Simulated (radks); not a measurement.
The numbers below are computed, except where a source is named.
Spherical quantum dot in the effective-mass picture: electrons in a parabolic well V = omega^2 r^2 / 2 with omega = 0.679, with a point charge +1 (a donor) at the centre, all in effective atomic units (hartree* = m*/eps^2 hartree, bohr* = eps/m* bohr), one dielectric constant everywhere. Level of theory: non-relativistic Kohn-Sham, LDA (Slater exchange, Perdew-Wang correlation), spin-polarised, spherical densities (a radial shooting solver with Libxc functionals). Levels are named by radial order and angular momentum (1s, 1p, 1d, 2s, ...), and open shells are averaged over m. Results are scaled to m* = 0.034 and eps = 9.7, for which hartree* = 9.833 meV and bohr* = 15.1 nm.

N = 2, configuration 1s2. This is the lowest configuration that the search found. Occupied and some empty levels:

level  occupation  eigenvalue (meV)  <r> (nm)
1s              2            9.8450     17.23
1p              0            18.769     26.86
2s              0            23.508     29.65
1d              0            25.752     32.88

Energy (meV): total 6.36250, kinetic 14.926, external -16.553, Hartree 15.700, exchange-correlation -7.7108.

Electron density:

r (nm)  n(r) (e/nm^3)
0.766       0.0002367
2.69        0.0001832
4.62        0.0001417
6.54        0.0001095
8.46       0.00008441
10.4       0.00006486
12.3       0.00004958
14.2       0.00003762
16.2       0.00002827
18.1       0.00002106
20.0       0.00001545
21.9       0.00001121
23.9        7.996e-06
25.8        5.626e-06
27.7        3.882e-06
29.6        2.640e-06
31.6        1.757e-06
33.5        1.152e-06
35.4        7.383e-07
37.3        4.658e-07
